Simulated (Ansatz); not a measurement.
Geometry optimisation, RHF/def2-SVP in Ansatz 0.2.0.

input.yaml

```yaml
crystal:
  periodic: [false, false, false]
  atoms:
    - { symbol: B, position_ang: [0.115821, 0.459758, -0.464686] }
    - { symbol: O, position_ang: [-0.093352, -0.090972, 2.077606] }
    - { symbol: H, position_ang: [-0.984896, -0.204659, 2.373069] }
    - { symbol: O, position_ang: [1.298256, -0.092267, -0.696202] }
    - { symbol: H, position_ang: [1.309859, -0.966001, -1.055502] }
    - { symbol: Cl, position_ang: [-1.408613, -0.267572, -1.000894] }
    - { symbol: F, position_ang: [0.064368, 1.663951, 0.067914] }
    - { symbol: H, position_ang: [0.043357, 0.868062, 2.041897] }
basis:
  gaussian: { orbitals: def2-SVP }
hamiltonian:
  xc: hf
relax:
  f_tol: 0.03
  max_steps: 50
```

Launched with:

```bash
$ ansatz run input.yaml --threads 1 --pin off --max-ram 2048MiB --backend cpu --events-out ev --progress --plain --runs-dir out
```

Task: Where does it end, and by what steps?

Result: The forces met the threshold. After 10 steps the energy has fallen by 0.072 eV; H8 moved furthest, 0.50 Å.

```csv
step,energy less start (eV),largest force component (eV/Å),accepted
0,0.0000,1.308,yes
1,-0.0382,1.112,yes
2,-0.0215,1.733,no
3,-0.0492,0.940,yes
4,-0.0552,0.911,yes
5,-0.0643,0.428,yes
6,-0.0678,0.171,yes
7,-0.0681,0.166,yes
8,-0.0645,0.475,no
9,-0.0711,0.076,yes
10,-0.0725,0.025,yes
```

```xyz
8
Properties=species:S:1:pos:R:3
B 0.084 0.496 -0.523
O -0.139 -0.086 1.964
H -1.047 -0.061 2.227
O 1.292 -0.039 -0.671
H 1.303 -0.956 -0.892
Cl -1.405 -0.371 -0.992
F -0.025 1.758 -0.188
H 0.282 0.630 2.417
```

Whether the end is a true minimum wasn't checked by a vibrational analysis.

Time of the run: 24 s on 1 thread of Arm Neoverse V2 (shared host), peak memory 0.16 GiB.
